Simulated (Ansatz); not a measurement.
Reaction (atomization): `BN[SiH2]NC` → B• + C• + 9 H• + 2 N• + Si•

Isolated molecules relaxed with PBE0-D4/def2-TZVP in Ansatz; ΔE leaves out vibrations. CCSD(T)/CBS is the MP2 limit (def2-TZVPP, def2-QZVPP) plus CCSD(T) − MP2 in def2-TZVPP, frozen cores. This one scheme is used for every species, atoms too. Functionals use def2-TZVPP. B3LYP here is the variant with VWN-RPA as its local correlation; programs differ in this. Open shells (•) are unrestricted, without spin–orbit coupling. Spin–orbit coupling would lower the free atoms: a little for B, C, Si. One conformer a species, not always the lowest.

```json
{"level": "ωB97X-V", "ΔE (kJ/mol)": "5072.7", "difference from CCSD(T)/CBS": "33.4"}
{"level": "PBE0", "ΔE (kJ/mol)": "5015.4", "difference from CCSD(T)/CBS": "-23.9"}
{"level": "B3LYP", "ΔE (kJ/mol)": "5034.1", "difference from CCSD(T)/CBS": "-5.2"}
{"level": "MP2/def2-TZVPP", "ΔE (kJ/mol)": "4944.3", "difference from CCSD(T)/CBS": "-95.0"}
{"level": "CCSD/def2-TZVPP", "ΔE (kJ/mol)": "4844.0", "difference from CCSD(T)/CBS": "-195.3"}
{"level": "CCSD(T)/def2-TZVPP", "ΔE (kJ/mol)": "4904.0", "difference from CCSD(T)/CBS": "-135.3"}
{"level": "HF/def2-QZVPP", "ΔE (kJ/mol)": "3714.4", "difference from CCSD(T)/CBS": "-1324.9"}
{"level": "SCS-MP2/def2-QZVPP", "ΔE (kJ/mol)": "5065.3", "difference from CCSD(T)/CBS": "26.0"}
{"level": "HF/CBS(def2)", "ΔE (kJ/mol)": "3716.0", "difference from CCSD(T)/CBS": "-1323.3"}
{"level": "MP2/CBS(def2)", "ΔE (kJ/mol)": "5079.6", "difference from CCSD(T)/CBS": "40.3"}
{"level": "CCSD(T)/CBS", "ΔE (kJ/mol)": "5039.3", "difference from CCSD(T)/CBS": "0"}
```

Largest T1 diagnostic among the species: 0.014.

The D4 term adds +42.8 kJ/mol with B3LYP and +22.8 kJ/mol with PBE0; it sums over pairs of atoms, weighted by their polarisabilities, and B3LYP, whose exchange is more repulsive, gets the larger term. In def2-TZVPP, CCSD(T) changes the Hartree–Fock value by +1199.4 kJ/mol (the triples alone add +60.0 kJ/mol) and MP2 by +1239.7 kJ/mol; breaking electron pairs costs correlation energy, which Hartree–Fock lacks. From PBE to PBE0 (25 % exact exchange), in def2-TZVPP and without D4, ΔE moves by −62.1 kJ/mol: exact exchange takes away binding that semilocal exchange gives to molecules.

For atomizations the MP2-based limit and the directly extrapolated one differ by several kJ/mol either way, and by 10 to 25 for some Ge, Se and Sn compounds, so smaller differences from it don't rank the levels.
